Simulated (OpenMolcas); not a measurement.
**Ho3+: moving or changing the point charges**

Ho3+ among 7 point charges of -1 e arranged as a pentagonal bipyramid (D5h), 2.54 Å from the ion, with the axial distance 2.718 Å.
```
   2.5400    0.0000    0.0000  -1.00
   0.7849    2.4157    0.0000  -1.00
  -2.0549    1.4930    0.0000  -1.00
  -2.0549   -1.4930    0.0000  -1.00
   0.7849   -2.4157    0.0000  -1.00
   0.0000    0.0000    2.7178  -1.00
   0.0000    0.0000   -2.7178  -1.00
```

| Quantity | Value |
| --- | --- |
| Program | OpenMolcas |
| Method | CASSCF |
| Basis | ANO-RCC-VDZP [7s6p4d2f1g] |
| Scalar Hamiltonian | DKH2, point nucleus |
| Active space | 10 electrons in 7 orbitals (4f) |
| State averaging | 2S+1 = 5 even, 35 roots (30 in the spin-orbit step); 2S+1 = 3 even, 103 roots kept (CI in the orbitals of an earlier block); 2S+1 = 1 even, 31 roots kept (CI in the orbitals of an earlier block) |
| Spin-orbit coupling | state interaction with AMFI integrals over the reference wave functions |

Runs around this geometry, states. Energies in cm-1 above the lowest state or level, χT in cm3 K/mol.

```csv
R (Å),q (e),Ground state,First state of that spin,First gap with spin-orbit (degeneracies),Width of lowest J,χT at 300 K
2.54,-0.5,2S+1 = 5,8.1,"3.7 (1, 2)",96,13.927
2.54,-1,2S+1 = 5,16.6,"7.5 (1, 2)",194,13.916
2.66,-1,2S+1 = 5,13.5,"6.2 (1, 2)",169,13.920
2.99,-1,2S+1 = 5,8.2,"3.8 (1, 2)",120,13.926
```

Taking the width of the lowest J multiplet as R^-n, n = -ln(120 / 194) / ln(2.99 / 2.54) = 2.9 between the shortest and longest distance.

Scaling the charges by -0.5 / -1 = 0.50 scales the width of the lowest J multiplet by 96 / 194 = 0.49; with fixed orbitals a first-order splitting would follow the charge.

High states are left out of the spin-orbit mixing, which shifts the levels that they would mix with. Point charges carry no covalency, so the field is a model and not that of real ligands. An unlabelled pair can be two single states that coincide in this model. A group larger than the point group allows holds several states that coincide in this model. No measured value stands beside these numbers.

A state without a sure symmetry label is named by its multiplicity alone.
